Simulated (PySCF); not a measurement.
Calculated NMR parameters of ethyl butanoate

* Formula: C6H12O2
* SMILES: CCCC(=O)OCC
* InChI: InChI=1S/C6H12O2/c1-3-5-6(7)8-4-2/h3-5H2,1-2H3
* Point group of the computed structure: C1
* Degrees of unsaturation: 1
* Carbon signals: 6
* Proton signals: 5

Atoms are numbered as in `[CH3:1][CH2:2][CH2:3][C:4](=[O:5])[O:6][CH2:7][CH3:8]`; H(Xn) means a hydrogen on atom n.

Theoretical values (PySCF 2.14): shieldings: GIAO PBE0/pcSseg-1, geometry: PBE0-D3(BJ)/def2-SVP. One conformer, no relativistic terms, one averaged value for each set of equivalent atoms, gas phase.

δ = σ(ref) − σ, references computed at the same level: TMS for ¹H (31.27 ppm) and ¹³C (184.41 ppm); ¹⁷O (334.56 ppm) against H2O.

```tsv
carbon	δC, type	δH (multiplicity)	HMBC from (2–3 bonds)	span of the C tensor (ppm)
C1	16.9, CH3	1.03 (t)	H(C3), H(C2)	29
C2	24.6, CH2	1.52 (m)	H(C3), H(C1)	21
C3	40.8, CH2	1.94 (t)	H(C2), H(C1)	42
C4	178.1, C	–	H(C7), H(C3), H(C2)	168
C7	60.8, CH2	3.99 (q)	H(C8)	81
C8	15.8, CH3	1.20 (t)	H(C7)	36
```

Other nuclei:
```csv
atoms,nucleus,environment,δ (ppm),σ (ppm)
O5,¹⁷O,ester carbonyl oxygen,433.5,-98.9
O6,¹⁷O,ester alkoxy oxygen,218.5,116.1
```

Carbon types of the structure: 1 × C, 3 × CH2, 2 × CH3, which accounts for all hydrogens. δC 178.1: ester carbonyl carbon; lone-pair donation from the attached heteroatom keeps it upfield of a ketone carbonyl. δC 60.8: sp3 CH2 bonded to O; the inductive effect lowers its shielding. δC 40.8: sp3 CH2 α to a carbonyl; the adjacent C=O deshields it moderately. δC 24.6: sp3 CH2; saturated and bonded to C and H only. δC 16.9, 15.8: methyl carbon; a saturated carbon with 1 carbon neighbour and no heteroatom attached.

Shifts are as computed. Against solution values, carbons near 30 ppm lie about +2 ppm off and those near 130 ppm about +5 ppm. Of 1211 compounds with measured shifts, 218 miss one by over three times the rms of a fit or turn the order of signals round; such compounds aren't used in these exercises. Unscaled 17O shifts of doubly bonded oxygen tend to come out too high, by tens of ppm or more. Experimental scales use liquid or dissolved standards, which lie at an offset from isolated H2O (liquid H2O: subtract about 36 ppm). Multiplicities follow the n + 1 count of equivalent neighbours, as no J values were calculated; m marks all less simple cases, F and P coupling included.
